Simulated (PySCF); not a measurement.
OY, SMILES [O]=[Y] (connectivity only; charge and spin as stated), neutral, multiplicity 2. Atoms are numbered in the order given.

```xyz
2

Y      0.0000     0.0000    -0.3042
O      0.0000     0.0000     1.4829
```
Charge 0, spin multiplicity 2.

Geometry: PBE0-D3(BJ)/def2-TZVPD. The def2 effective core potentials stand for the cores of Y; spin–orbit coupling is left out.

All values below come from PySCF with PBE0-D3(BJ)/def2-TZVPD.

Frequencies are harmonic and unscaled.

**Question.** Estimate the vibrational spectrum. (Estimate from the structure and the level; the computed values follow.)

**Answer.** 
```
mode  ν (cm⁻¹)  IR (km/mol)  moving atoms (share of kinetic energy)
----  --------  -----------  --------------------------------------
1          890        214.0                          O 85 %, Y 15 %
```
